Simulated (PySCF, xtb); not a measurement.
AlH₃, SMILES [AlH3].

Harmonic wavenumbers (cm⁻¹) from GFN2-xTB (xtb) at its own minimum, in rising order: 765, 765, 767, 1734, 1762, 1763.

Problem. What does PySCF with B3LYP-D3(BJ)/def2-TZVPD give at its own minimum? (An estimate is asked for; the answer gives what the named calculation found.)

Solution. 711, 799, 799, 1929, 1938, 1938. Paired by order, the mean absolute difference is 111 cm⁻¹ and the zero-point energies are 10.8 and 11.6 kcal/mol.
